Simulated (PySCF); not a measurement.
B3LYP has the VWN-RPA correlation part, as in Gaussian. Excitations are Tamm–Dancoff values on a coarser integration grid. The basis has no diffuse functions, so Rydberg states are missing or too high.

# C₃H₈S, SMILES `SC(C)C` (C–C–S–H torsion 56°) (charge 0, multiplicity 1)

All values below come from B3LYP-D3(BJ)/def2-TZVP (PySCF).

The HOMO is -6.49 eV and the dipole moment is 1.68 D. The LUMO is 0.16 eV. The HOMO–LUMO gap is 6.65 eV, the S1 excitation (TDA) is 5.35 eV and the S1 oscillator strength comes out as 0.002. The T1 excitation (TDA) is 4.87 eV and the S1–T1 gap (TDA) is 0.48 eV. The total energy is -14079.87 eV. The cost is roughly 70 core-seconds.

```xyz
12

C      0.2926     1.2372     0.0282
C      0.1467    -0.2036    -0.4411
C     -1.1596    -0.8328     0.0310
S      1.5156    -1.2717     0.1765
H     -0.5346     1.8422    -0.3539
H      0.2842     1.2896     1.1180
H      1.2245     1.6807    -0.3251
H      0.1837    -0.2402    -1.5311
H     -2.0062    -0.2550    -0.3450
H     -1.2616    -1.8585    -0.3250
H     -1.2132    -0.8415     1.1217
H      2.5279    -0.5464    -0.3268
```
